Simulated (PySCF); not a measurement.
C5H4O3 (charge -1 and doublet state).
Numbering: `[O-:1][C:2]([OH:3])[c:4]1[cH:5][cH:6][cH:7][o:8]1` (hydrogens: H9 on O3; H10 on C5; H11 on C6; H12 on C7)

Theory: PySCF, PBE0-D3(BJ)/def2-SVP geometry optimisation, gas phase.

(1) List the bond lengths, angles and torsions at this level.

Results:

(1) 
| bond | length (Å) | order |
| --- | --- | --- |
| O1–C2 | 1.248 | single |
| C2–O3 | 1.394 | single |
| C2–C4 | 1.406 | single |
| C4–C5 | 1.417 | aromatic |
| C5–C6 | 1.408 | aromatic |
| C6–C7 | 1.379 | aromatic |
| C7–O8 | 1.370 | aromatic |
| C4–O8 | 1.391 | aromatic |
| O3–H9 | 0.966 | single |
| C5–H10 | 1.087 | single |
| C6–H11 | 1.092 | single |
| C7–H12 | 1.088 | single |

Orders are formal, as drawn. A selection of angles:
| angle | degrees |
| --- | --- |
| O1–C2–O3 | 118.1 |
| O1–C2–C4 | 126.9 |
| O3–C2–C4 | 115.0 |
| C2–O3–H9 | 100.2 |
| C2–C4–C5 | 130.3 |
| C2–C4–O8 | 121.1 |
| C5–C4–O8 | 108.6 |
| C4–C5–C6 | 106.4 |
| C4–C5–H10 | 124.9 |
| C6–C5–H10 | 128.7 |
| C5–C6–C7 | 107.5 |
| C5–C6–H11 | 127.0 |
| C7–C6–H11 | 125.5 |
| C6–C7–O8 | 110.4 |
| C6–C7–H12 | 133.3 |
| O8–C7–H12 | 116.3 |
| C4–O8–C7 | 107.1 |

Dihedral angles: O1–C2–C4–C5 -1° (synperiplanar); H9–O3–C2–O1 0° (synperiplanar).

The 4 C–O bonds span 1.248 Å (O1–C2, drawn single) to 1.394 Å (C2–O3, drawn single), a spread of 0.146 Å. The 8 heavy atoms lie in one plane (0.004 Å rms). The 4 C–C bonds span 1.379 Å (C6–C7, aromatic) to 1.417 Å (C4–C5, aromatic), a spread of 0.038 Å. C7 (carbon bonded to C, O and H) is planar (angles 133.3°, 116.3° and 110.4°, sum 360.0°, 0.00 Å off the plane of its three neighbours). C5 (carbon bonded to 2 C and H) is planar (angles 128.7°, 124.9° and 106.4°, sum 360.0°, 0.00 Å off the plane of its three neighbours). C6 (carbon bonded to 2 C and H) is planar (angles 127.0°, 125.5° and 107.5°, sum 360.0°, 0.00 Å off the plane of its three neighbours). The 5-membered ring C4–C5–C6–C7–O8 has internal angles of 106.4° to 110.4° (sum 540°, against 540° for a flat polygon); it is planar, 0.00 Å rms from its mean plane, widest ring torsion 0°.

Point group: Cs (tolerance 0.08 Å). PBE0-D3(BJ)/def2-SVP frequencies: not computed here. ⟨S²⟩ = 0.766 (exact for a doublet: 0.75). Whether the extra electron is bound in the gas phase wasn't checked; a finite basis holds it in any case. The geometry's basis has no diffuse functions, a weakness for an anion. Torsions: O1–C2–O3–H 0°, O1–C2–C4–C5 -1°.

On one thread, x86-64 server (shared host), this took 79 s wall. This is the geometry optimisation.

One conformer stands for the species.
